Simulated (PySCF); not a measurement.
**`O1C[C@H](C)[C@H](F)OB1`, C₄H₈BFO₂**

Molfile (atoms numbered from 1):
```
C4H8BFO2
     RDKit          3D

 16 16  0  0  0  0  0  0  0  0999 V2000
   -1.8721   -0.4051   -0.2101 C   0  0  0  0  0  0  0  0  0  0  0  0
   -0.3995   -0.0874   -0.4356 C   0  0  1  0  0  0  0  0  0  0  0  0
   -0.0047    1.2768    0.1389 C   0  0  0  0  0  0  0  0  0  0  0  0
    1.3895    1.5029    0.0475 O   0  0  0  0  0  0  0  0  0  0  0  0
    2.2436    0.4722    0.0169 B   0  0  0  0  0  0  0  0  0  0  0  0
    1.8505   -0.8404    0.0597 O   0  0  0  0  0  0  0  0  0  0  0  0
    0.5142   -1.1318    0.2191 C   0  0  1  0  0  0  0  0  0  0  0  0
    0.2307   -1.1814    1.5729 F   0  0  0  0  0  0  0  0  0  0  0  0
   -2.1275   -1.3539   -0.6756 H   0  0  0  0  0  0  0  0  0  0  0  0
   -2.0848   -0.4740    0.8538 H   0  0  0  0  0  0  0  0  0  0  0  0
   -2.4950    0.3745   -0.6408 H   0  0  0  0  0  0  0  0  0  0  0  0
   -0.1661   -0.0988   -1.5060 H   0  0  0  0  0  0  0  0  0  0  0  0
   -0.2983    1.3326    1.1942 H   0  0  0  0  0  0  0  0  0  0  0  0
   -0.4984    2.0853   -0.4093 H   0  0  0  0  0  0  0  0  0  0  0  0
    3.3847    0.6858   -0.0792 H   0  0  0  0  0  0  0  0  0  0  0  0
    0.3257   -2.1485   -0.1581 H   0  0  0  0  0  0  0  0  0  0  0  0
  1  2  1  0
  2  3  1  0
  3  4  1  0
  4  5  1  0
  5  6  1  0
  6  7  1  0
  7  8  1  0
  7  2  1  0
  1  9  1  0
  1 10  1  0
  1 11  1  0
  2 12  1  6
  3 13  1  0
  3 14  1  0
  5 15  1  0
  7 16  1  6
M  END
```

Method: TDDFT LC-wPBE/def2-SVPD circular dichroism and optical rotation, one conformer, gas phase (PySCF). Geometry: GFN2-xTB.

Q: What are the CIP labels of the stereocentres?

A: C2 S, C7 S.

Q: List the lowest 8 singlet excitations with oscillator and rotatory strengths.

A: Rotatory strengths R in 10⁻⁴⁰ esu² cm², velocity form and length form (origin at the centre of mass); f in length form.
| state | E (eV) | λ (nm) | f | R (velocity) | R (length) | main |
| --- | --- | --- | --- | --- | --- | --- |
| 1 | 8.47 | 146 | 0.004 | +12.8 | +12.5 | HOMO→LUMO+2 0.41, HOMO→LUMO+3 0.15 |
| 2 | 8.95 | 139 | 0.063 | +13.8 | +18.5 | HOMO−1→LUMO+2 0.33, HOMO−1→LUMO+3 0.18 |
| 3 | 9.02 | 137 | 0.014 | -43.1 | -42.1 | HOMO→LUMO 0.59, HOMO→LUMO+5 0.11 |
| 4 | 9.11 | 136 | 0.036 | +16.1 | +11.0 | HOMO−2→LUMO+2 0.24, HOMO−2→LUMO+3 0.13 |
| 5 | 9.15 | 135 | 0.005 | +17.4 | +17.9 | HOMO−1→LUMO 0.57, HOMO−1→LUMO+5 0.10 |
| 6 | 9.63 | 129 | 0.027 | +1.5 | +1.7 | HOMO→LUMO+3 0.36, HOMO−2→LUMO 0.21 |
| 7 | 9.89 | 125 | 0.039 | -11.3 | -11.9 | HOMO→LUMO+1 0.54, HOMO→LUMO+2 0.10 |
| 8 | 9.95 | 125 | 0.009 | -26.8 | -27.3 | HOMO→LUMO+4 0.34, HOMO−2→LUMO 0.16 |

Among the states computed, the strongest CD band (largest |R|) is state 3. The largest dissymmetry factor in size, g = 4R/(D+G), with D and G the electric and magnetic dipole strengths, is +0.052 for state 5 (velocity form, f = 0.005), among bands with |R| over 0.5. The mirror image has the same energies and oscillator strengths and all R with the opposite sign.
